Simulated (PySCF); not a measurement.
Ge(H)(OMe)2(OEt), SMILES CC[O][GeH]([O]C)[O]C, GFN2-xTB optimised geometry.

```
20

Ge    -0.72     0.23     0.00
O      1.02     0.23     0.00
C      1.89    -0.88    -0.16
O     -1.23    -0.68    -1.39
C     -2.50    -1.28    -1.61
O     -1.49    -0.62     1.34
C     -1.45    -0.31     2.72
C     -0.09    -0.55     3.34
H     -0.99     1.70     0.00
H      2.90    -0.47    -0.26
H      1.85    -1.54     0.71
H      1.64    -1.45    -1.05
H     -2.90    -1.70    -0.69
H     -3.21    -0.55    -2.00
H     -2.35    -2.07    -2.35
H     -2.20    -0.96     3.18
H     -1.75     0.73     2.88
H      0.65     0.10     2.87
H      0.21    -1.59     3.19
H     -0.12    -0.34     4.41
```

Density from PySCF with PBE0/def2-SVP at that geometry.

Minimum of the electron density along straight lines between bonded atoms, close to the bond critical point (lines longer than 1.1 times the sum of covalent radii, or with two minima, are not listed):

```json
[
 {"bond": "Ge1–O2", "length / Å": "1.738", "ρ at the minimum / e bohr⁻³": "0.148", "∇²ρ there / e bohr⁻⁵": "0.79", "position (fraction from the first atom)": "0.47"},
 {"bond": "O2–C3", "length / Å": "1.416", "ρ at the minimum / e bohr⁻³": "0.248", "∇²ρ there / e bohr⁻⁵": "-0.37", "position (fraction from the first atom)": "0.66"},
 {"bond": "Ge1–O4", "length / Å": "1.739", "ρ at the minimum / e bohr⁻³": "0.148", "∇²ρ there / e bohr⁻⁵": "0.78", "position (fraction from the first atom)": "0.47"},
 {"bond": "O4–C5", "length / Å": "1.418", "ρ at the minimum / e bohr⁻³": "0.246", "∇²ρ there / e bohr⁻⁵": "-0.35", "position (fraction from the first atom)": "0.66"},
 {"bond": "Ge1–O6", "length / Å": "1.764", "ρ at the minimum / e bohr⁻³": "0.140", "∇²ρ there / e bohr⁻⁵": "0.71", "position (fraction from the first atom)": "0.47"},
 {"bond": "O6–C7", "length / Å": "1.414", "ρ at the minimum / e bohr⁻³": "0.249", "∇²ρ there / e bohr⁻⁵": "-0.35", "position (fraction from the first atom)": "0.66"},
 {"bond": "C7–C8", "length / Å": "1.521", "ρ at the minimum / e bohr⁻³": "0.250", "∇²ρ there / e bohr⁻⁵": "-0.59", "position (fraction from the first atom)": "0.51"},
 {"bond": "Ge1–H9", "length / Å": "1.501", "ρ at the minimum / e bohr⁻³": "0.144", "∇²ρ there / e bohr⁻⁵": "___", "position (fraction from the first atom)": "0.59"},
 {"bond": "C3–H10", "length / Å": "1.091", "ρ at the minimum / e bohr⁻³": "0.282", "∇²ρ there / e bohr⁻⁵": "-1.08", "position (fraction from the first atom)": "0.64"},
 {"bond": "C3–H11", "length / Å": "1.093", "ρ at the minimum / e bohr⁻³": "0.281", "∇²ρ there / e bohr⁻⁵": "-1.06", "position (fraction from the first atom)": "0.63"},
 {"bond": "C3–H12", "length / Å": "1.091", "ρ at the minimum / e bohr⁻³": "0.283", "∇²ρ there / e bohr⁻⁵": "-1.08", "position (fraction from the first atom)": "0.64"},
 {"bond": "C5–H13", "length / Å": "1.090", "ρ at the minimum / e bohr⁻³": "0.284", "∇²ρ there / e bohr⁻⁵": "-1.09", "position (fraction from the first atom)": "0.64"},
 {"bond": "C5–H14", "length / Å": "1.092", "ρ at the minimum / e bohr⁻³": "0.282", "∇²ρ there / e bohr⁻⁵": "-1.07", "position (fraction from the first atom)": "0.63"},
 {"bond": "C5–H15", "length / Å": "1.091", "ρ at the minimum / e bohr⁻³": "0.283", "∇²ρ there / e bohr⁻⁵": "-1.08", "position (fraction from the first atom)": "0.64"},
 {"bond": "C7–H16", "length / Å": "1.096", "ρ at the minimum / e bohr⁻³": "0.282", "∇²ρ there / e bohr⁻⁵": "-1.07", "position (fraction from the first atom)": "0.63"},
 {"bond": "C7–H17", "length / Å": "1.096", "ρ at the minimum / e bohr⁻³": "0.281", "∇²ρ there / e bohr⁻⁵": "-1.05", "position (fraction from the first atom)": "0.63"},
 {"bond": "C8–H18", "length / Å": "1.089", "ρ at the minimum / e bohr⁻³": "0.276", "∇²ρ there / e bohr⁻⁵": "-1.01", "position (fraction from the first atom)": "0.63"},
 {"bond": "C8–H19", "length / Å": "1.087", "ρ at the minimum / e bohr⁻³": "0.276", "∇²ρ there / e bohr⁻⁵": "-1.01", "position (fraction from the first atom)": "0.63"},
 {"bond": "C8–H20", "length / Å": "1.087", "ρ at the minimum / e bohr⁻³": "0.275", "∇²ρ there / e bohr⁻⁵": "-1.00", "position (fraction from the first atom)": "0.62"}
]
```

Some entries are withheld; supply them.


- Ge1–H9, ∇²ρ there / e bohr⁻⁵: 0.04
